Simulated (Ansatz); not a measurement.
C$_{2}$H$_{6}$AlFSi (`[CH3][Al]1[CH2][SiH]1F`). The species carries charge 0 and has multiplicity 1. The structure was optimised at the PBE0-D4/def2-TZVP level.

```xyz
11

C    -1.913    1.056   -0.867
Al   -0.255    0.419   -0.075
C     0.812   -1.241   -0.004
Si    1.707   -0.017    1.090
F     2.090   -0.421    2.600
H    -1.791    1.188   -1.947
H    -2.707    0.317   -0.720
H    -2.243    2.004   -0.440
H     1.293   -1.962   -0.664
H     0.037   -1.770    0.588
H     2.970    0.427    0.440
```

Q: What is the dipole moment at ωB97M-V/def2-TZVPP? (An estimate is asked.)

A: Computed: 3.27 D, with components (-2.33, 0.62, -2.20) D in this frame, pointing from negative to positive charge.

Q: And with PBE, r2SCAN, B3LYP? (Best estimate.)

A: The calculation gave: PBE 3.15 D, r2SCAN 3.22 D, B3LYP 3.23 D.

Q: Give the Mulliken charges with ωB97M-V, PBE, r2SCAN in def2-TZVPP. (An estimate is asked.)

A: Ansatz gave: 
```tsv
atom	ωB97M-V	PBE	r2SCAN
C1	-0.47	-0.39	-0.35
Al2	0.26	0.19	0.33
C3	-0.46	-0.34	-0.41
Si4	0.47	0.41	0.48
F5	-0.32	-0.29	-0.33
H6	0.11	0.10	0.07
H7	0.11	0.10	0.07
H8	0.12	0.11	0.08
H9	0.11	0.09	0.07
H10	0.13	0.12	0.11
H11	-0.06	-0.09	-0.11
```

B3LYP here is the variant with VWN-RPA as its local correlation; programs differ in this.
